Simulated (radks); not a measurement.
Isoelectronic series with 13 electrons, all held in the configuration [Ne] 3s2 3p1, which need not be the ground one along the series. All-electron calculation, scalar-relativistic Kohn-Sham, PBE, spin-polarised, spherical densities, point nucleus; open shells are filled with parallel spins first (spin-orbit coupling, left out, can overturn this in heavy ions). Program: a radial shooting solver on a logarithmic mesh with Libxc functionals. Total energies (hartree) and mean radii <r> (bohr) (* marks an orbital that is empty in some or all of the ions):

| ion | E (hartree) | 3p down* | 3p up | 3s down | 3s up |
|---|---|---|---|---|---|
| Al | -242.69177 | 3.471 | 3.402 | 2.535 | 2.549 |
| S3+ | -396.55850 | 1.668 | 1.658 | 1.521 | 1.519 |
| K6+ | -590.18003 | 1.156 | 1.152 | 1.112 | 1.110 |
| Ti9+ | -823.71416 | 0.8932 | 0.8911 | 0.8817 | 0.8802 |
| Mn12+ | -1097.44565 | 0.7299 | 0.7286 | 0.7317 | 0.7305 |
| Ni15+ | -1411.73503 | 0.6178 | 0.6169 | 0.6256 | 0.6246 |
| Ga18+ | -1767.00920 | 0.5358 | 0.5351 | 0.5462 | 0.5455 |
| Se21+ | -2163.76028 | 0.4730 | 0.4725 | 0.4846 | 0.4840 |
| Rb24+ | -2602.54750 | 0.4233 | 0.4229 | 0.4352 | 0.4347 |
| Zr27+ | -3084.00045 | 0.3830 | 0.3827 | 0.3946 | 0.3942 |
| Tc30+ | -3608.82348 | 0.3496 | 0.3493 | 0.3607 | 0.3604 |
| Pd33+ | -4177.80101 | 0.3214 | 0.3212 | 0.3320 | 0.3317 |
| In36+ | -4791.80395 | 0.2973 | 0.2971 | 0.3072 | 0.3069 |
